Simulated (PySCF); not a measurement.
Compound: C6H6ClF.
Structure used (GFN2-xTB), in Å, numbered top down from 1:
```xyz
14
C6H6ClF angstrom
C      2.8004    0.3205   -0.6081
C      1.7629    0.1484   -0.0373
C      0.4823   -0.0352    0.5973
C     -0.4208   -1.1573    0.0309
C     -1.5940   -0.1717    0.0107
Cl    -2.5632   -0.1241   -1.4720
C     -0.6155    0.9999    0.2292
F     -0.3368    1.6969   -0.9081
H      3.7199    0.4670   -1.0905
H      0.6030   -0.1023    1.6807
H     -0.5490   -2.0404    0.6514
H     -0.1162   -1.4520   -0.9710
H     -2.2850   -0.2886    0.8458
H     -0.8889    1.7385    0.9889
```

Theory: TDDFT B3LYP/def2-SVPD, vertical, gas phase, core orbitals frozen in the response (PySCF 2.14.0, density-fitted response routines).

```csv
state,E (eV),E (hartree),f,"main configurations (H = HOMO, L = LUMO)"
S1,6.42,0.2360,0.0001,"H→L+2 (41%), H→L (35%)"
S2,6.59,0.2421,0.0069,"H-1→L (53%), H→L+2 (19%)"
S3,6.65,0.2443,0.0010,"H-1→L+2 (31%), H→L (24%), H-1→L+3 (9%)"
S4,6.80,0.2500,0.021,"H→L+1 (24%), H→L (20%), H→L+2 (17%)"
S5,6.92,0.2543,0.0069,"H-1→L+1 (31%), H-2→L (20%), H-1→L (14%)"
S6,7.04,0.2588,0.010,"H-2→L (37%), H→L+1 (18%), H-2→L+1 (15%)"
S7,7.07,0.2597,0.019,"H→L+3 (23%), H→L+1 (20%), H→L (14%)"
S8,7.20,0.2648,0.013,"H-1→L+3 (48%), H-1→L+1 (33%)"
```

Triplets, Tamm–Dancoff:

```tsv
state	E (eV)	λ (nm)	main configurations (H = HOMO, L = LUMO)
T1	5.40	229.7	H-1→L+2 (43%), H→L+3 (13%)
T2	5.85	212.1	H→L+2 (38%), H→L (13%), H-1→L+3 (12%)
T3	5.87	211.3	H→L+3 (22%), H-1→L+2 (21%), H→L+4 (11%)
```

The lowest singlet comes at 193 nm (620 kJ/mol) in the vacuum ultraviolet; it is dark (f under 0.0005); its leading configuration is HOMO→LUMO+2 (41%). The most intense listed level is S4 at 6.80 eV (182 nm, f = 0.021), 0.38 eV above S1. Löwdin shares by element: HOMO carbon 75% or more, chlorine 8% (atoms not listed hold the other 17%); LUMO carbon 35% or more, chlorine 20% (atoms not listed hold the other 45%). The oscillator strengths of these states sum to 0.078; summed over the whole spectrum of an exact calculation they would give the number of electrons, 68 (Thomas–Reiche–Kuhn). Of the 8 states listed, 4 reach f = 0.01 and 1 stays under 0.0005. The listed states span 0.78 eV. Only the lowest 8 singlets were computed, as vertical energies without vibronic structure.

Time: 38 s wall. Hardware: an Arm Neoverse V1 with one thread, no GPU, shared host.

One conformer stands for the species.
